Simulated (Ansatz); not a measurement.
`[SiH3]S[SiH2]S[SiH3]` + `[OH][Zn][O][SiH3]` → `[SiH3][O][Zn][O][SiH3]` + `[SiH3]S[SiH2]S`  (ligand exchange at the Si–S bond)

Computed with Ansatz on PBE0-D4/def2-TZVP structures; ΔE is electronic, products minus reactants. CCSD(T)/CBS adds triple-zeta CCSD(T) − MP2 to the extrapolated MP2 energy (def2 sets, frozen cores). Functionals use def2-TZVPP. For Zn outer-core shells are correlated without core-valence functions, which leaves a few kJ/mol of doubt a bond. Scalar relativity is left out up to krypton. Each species was taken in one conformer, which may not be the lowest.

**Question.** Is it downhill or uphill in electronic energy at CCSD(T)/CBS, and by how much? (Best estimate.)

**Answer.** Computed: Downhill: ΔE = -35.9 kJ/mol.

**Question.** What do these levels give: r2SCAN-D4, ωB97X-V, SCS-MP2/def2-TZVPP, HF/def2-QZVPP, MP2/def2-QZVPP, SCS-MP2/def2-QZVPP? (Estimate.)

**Answer.** Ansatz gave: r2SCAN-D4 -32.1, ωB97X-V -37.0, SCS-MP2/def2-TZVPP -44.2, HF/def2-QZVPP -72.8, MP2/def2-QZVPP -32.9, SCS-MP2/def2-QZVPP -42.1 kJ/mol.

Largest T1 diagnostic among the species: 0.016.

In def2-TZVPP, CCSD(T) changes the Hartree–Fock value by +29.7 kJ/mol (the triples alone add +5.5 kJ/mol) and MP2 by +35.6 kJ/mol. The D4 term adds +12.8 kJ/mol with B3LYP and +7.1 kJ/mol with PBE0; it sums over pairs of atoms, weighted by their polarisabilities, and B3LYP, whose exchange is more repulsive, gets the larger term. From PBE to PBE0 (25 % exact exchange), in def2-TZVPP and without D4, ΔE moves by −6.3 kJ/mol.

B3LYP here is the variant with VWN-RPA as its local correlation; programs differ in this.
